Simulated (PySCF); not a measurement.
**VF: input and log**

State: quintet, unpaired electrons σ ↑, π ↑, δ ↑↑.

An equivalent input (the run itself took its basis sets from the Basis Set Exchange, started from a PBE0 density and held the occupation σ 9α 8β, πx 3α 3β, πy 4α 3β, δx 1α 0β, δy 1α 0β):

```python
from pyscf import gto, dft
mol = gto.M(atom='V 0 0 0; F 0 0 1.778', basis={'V': 'def2-TZVPP', 'F': 'def2-TZVPP'},
            charge=0, spin=4, verbose=4, symmetry='C2v')
mf = dft.UKS(mol, xc='M062X')
mf.grids.atom_grid = (80, 434)
mf.grids.prune = dft.gen_grid.treutler_prune
mf.irrep_nelec = {'A1': (10, 8), 'A2': (1, 0), 'B1': (3, 3), 'B2': (4, 3)}
mf.conv_tol = 1e-9
mf.max_cycle = 60
mf.diis_space = 10
mf.kernel()
```

The log (some set-up lines and the per-cycle HOMO/LUMO lines removed):

```
******** <class 'pyscf.dft.uks_symm.SymAdaptedUKS'> ********
method = SymAdaptedUKS
damping factor = 0
level_shift factor = 0
DIIS = <class 'pyscf.scf.diis.CDIIS'>
diis_start_cycle = 1
diis_space = 10
diis_damp = 0
SCF conv_tol = 1e-09
SCF conv_tol_grad = None
SCF max_cycles = 60
number electrons alpha = 18  beta = 14
Set gradient conv threshold to 3.16228e-05
init E= -1043.78735077608
cycle= 1 E= -1043.79174206867  delta_E= -0.00439  |g|= 0.0368  |ddm|= 0.133
cycle= 2 E= -1043.79202861207  delta_E= -0.000287  |g|= 0.0402  |ddm|= 0.0682
cycle= 3 E= -1043.79258973905  delta_E= -0.000561  |g|= 0.0087  |ddm|= 0.0276
cycle= 4 E= -1043.7927040811  delta_E= -0.000114  |g|= 0.00621  |ddm|= 0.0176
cycle= 5 E= -1043.79280321224  delta_E= -9.91e-05  |g|= 0.00361  |ddm|= 0.0194
cycle= 6 E= -1043.79289890658  delta_E= -9.57e-05  |g|= 0.00176  |ddm|= 0.0288
cycle= 7 E= -1043.79293279315  delta_E= -3.39e-05  |g|= 0.000817  |ddm|= 0.0201
cycle= 8 E= -1043.79294111719  delta_E= -8.32e-06  |g|= 0.000371  |ddm|= 0.0117
cycle= 9 E= -1043.79294231696  delta_E= -1.2e-06  |g|= 0.000124  |ddm|= 0.00522
cycle= 10 E= -1043.79294239692  delta_E= -8e-08  |g|= 8.13e-05  |ddm|= 0.000708
cycle= 11 E= -1043.79294244309  delta_E= -4.62e-08  |g|= 6.29e-05  |ddm|= 0.000412
cycle= 12 E= -1043.79294248835  delta_E= -4.53e-08  |g|= 2.5e-05  |ddm|= 0.000674
cycle= 13 E= -1043.7929424962  delta_E= -7.86e-09  |g|= 6.75e-06  |ddm|= 0.000306
cycle= 14 E= -1043.79294249646  delta_E= -2.59e-10  |g|= 2.25e-06  |ddm|= 6.54e-05
Extra cycle  E= -1043.79294249647  delta_E= -7.05e-12  |g|= 1.77e-06  |ddm|= 5.24e-06
converged SCF energy = -1043.79294249647  <S^2> = 6.0033014  2S+1 = 5.0013204
```

Repeating this along the bond gives Re = 1.791 Å and ωe = 686 cm⁻¹.

A point of this curve took 11 CPU seconds beside 0.91 for the integrals, on Arm Neoverse V1 (shared host).

The state is the lowest single determinant that the PBE0 search found; with open d or f shells the true ground state can be another one.
